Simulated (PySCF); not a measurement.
input.py for AlSb

File input.py (PySCF 2.14):

```python
from pyscf import gto, dft

mol = gto.M(
    atom='Al 0 0 0; Sb 0 0 2.432',
    basis='lanl2dz',
    ecp={'Al': 'lanl2dz', 'Sb': 'lanl2dz'},
    charge=0,
    spin=2,
    verbose=4,
)
mf = dft.UKS(mol, xc='revtpss')
mf = mf.density_fit()
mf.kernel()
mf.dip_moment()
print('orbital energies (hartree):', [e[max(0, n-3):n+3].round(4) for e, n in zip(mf.mo_energy, mol.nelec)])
```

```bash
$ OMP_NUM_THREADS=1 python input.py
```

Output (some set-up lines and the per-cycle HOMO/LUMO lines with their warnings removed):

```
PySCF version 2.14.0

[INPUT] Symbol           X                Y                Z      unit          X                Y                Z       unit  Magmom
[INPUT]  1 Al     0.000000000000   0.000000000000   0.000000000000 AA    0.000000000000   0.000000000000   0.000000000000 Bohr   0.0
[INPUT]  2 Sb     0.000000000000   0.000000000000   2.432000000000 AA    0.000000000000   0.000000000000   4.595813934942 Bohr   0.0

nuclear repulsion = 3.26383970550987
number of shells = 8
number of NR pGTOs = 24
number of NR cGTOs = 16
basis = lanl2dz
ecp = {'Al': 'lanl2dz', 'Sb': 'lanl2dz'}

******** <class 'pyscf.df.df_jk.DFUKS'> ********
method = DFUKS
initial guess = minao
damping factor = 0
level_shift factor = 0
DIIS = <class 'pyscf.scf.diis.CDIIS'>
SCF conv_tol = 1e-09
SCF max_cycles = 50
number electrons alpha = 5  beta = 3
XC functionals = revtpss

grids dens level: 3
tot grids = 41144
ETB for Sb: l = 0, exps = 0.2156 * 2^n , n = 0..2
ETB for Sb: l = 1, exps = 0.18573098825990242 * 2^n , n = 0..3
ETB for Sb: l = 2, exps = 0.16 * 2^n , n = 0..3
ETB for Al: l = 0, exps = 0.1314 * 2^n , n = 0..3
ETB for Al: l = 1, exps = 0.12346011501695599 * 2^n , n = 0..4
ETB for Al: l = 2, exps = 0.116 * 2^n , n = 0..5

WARN: Even tempered Gaussians are generated as DF auxbasis for  Sb Al

init E= -1.32912391937148

cycle= 1 E= -7.25317063560322  delta_E= -5.92  |g|= 0.249  |ddm|= 2.47

cycle= 2 E= -7.11899277706545  delta_E= 0.134  |g|= 0.349  |ddm|= 1.28
cycle= 3 E= -7.32911877872733  delta_E= -0.21  |g|= 0.115  |ddm|= 0.988
cycle= 4 E= -7.34793350222113  delta_E= -0.0188  |g|= 0.00929  |ddm|= 0.198
cycle= 5 E= -7.34814033646165  delta_E= -0.000207  |g|= 0.00657  |ddm|= 0.0467
cycle= 6 E= -7.34821052686129  delta_E= -7.02e-05  |g|= 0.00112  |ddm|= 0.015
cycle= 7 E= -7.34821356640791  delta_E= -3.04e-06  |g|= 0.000179  |ddm|= 0.00342
cycle= 8 E= -7.3482139552504  delta_E= -3.89e-07  |g|= 6.93e-05  |ddm|= 0.00185
cycle= 9 E= -7.34821399581575  delta_E= -4.06e-08  |g|= 1.28e-05  |ddm|= 0.000723
cycle= 10 E= -7.34821399655176  delta_E= -7.36e-10  |g|= 2.21e-06  |ddm|= 8.87e-05
Extra cycle  E= -7.34821399650866  delta_E= 4.31e-11  |g|= 6.06e-06  |ddm|= 1.51e-05
converged SCF energy = -7.34821399650866  <S^2> = 2.0060454  2S+1 = 3.0040276
Dipole moment(X, Y, Z, Debye): -0.00000, -0.00000, -1.58301
orbital energies (hartree): [array([-0.2136, -0.2048, -0.1881, -0.0932, -0.0795,  0.0162]), array([-0.468 , -0.2842, -0.1774, -0.1582, -0.1389, -0.0659])]
```

In short: E(SCF) = -7.348214 Eh, 10 cycles, ⟨S²⟩ = 2.006, μz(SCF) = -1.58 D.

Run time: 2.3 s on 1 thread of Arm Neoverse V1 (shared host).

The bond length is a typed value, not an optimised one. No search for the lowest solution was made.
